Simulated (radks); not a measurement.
Results of a calculation; reference values are marked as such.
Trend from Sc+ to Zn+: ionisation energy by Delta-SCF between NIST ground configurations, and size. Code: a radial shooting solver on a logarithmic mesh with Libxc functionals. Model: scalar-relativistic Kohn-Sham, BLYP, spin-polarised, spherical densities, finite nucleus; open shells are filled with parallel spins first; Fermi nuclear charge, rms radius of each element as measured or else 0.836 A^(1/3) + 0.57 fm.

species,configuration,IE (eV),NIST (eV),kind,-e(HOMO) (eV),outermost,<r> outermost (bohr)
Sc+,[Ar] 3d1 4s1,13.174,12.800,exp.,10.135 (4s),4s,3.30
Ti+,[Ar] 3d2 4s1,14.051,13.576,exp.,10.819 (4s),4s,3.12
V+,[Ar] 3d4,15.667,14.63,exp.,9.701 (3d),3d,1.52
Cr+,[Ar] 3d5,17.075,16.486,exp.,10.733 (3d),3d,1.38
Mn+,[Ar] 3d5 4s1,16.196,15.640,exp.,12.461 (4s),4s,2.74
Fe+,[Ar] 3d6 4s1,16.827,16.199,exp.,12.938 (4s),4s,2.65
Co+,[Ar] 3d8,18.047,17.084,exp.,11.325 (3d),3d,1.17
Ni+,[Ar] 3d9,19.615,18.169,exp.,12.546 (3d),3d,1.09
Cu+,[Ar] 3d10,21.121,20.292,exp.,13.721 (3d),3d,1.02
Zn+,[Ar] 3d10 4s1,18.884,17.964,exp.,14.520 (4s),4s,2.38

Reference values: NIST Atomic Spectra Database (exp. = measured, semi-emp. = semi-empirical, theory = theoretical value adopted there). Open shells are spherical and high-spin; term and fine-structure splittings are not resolved.
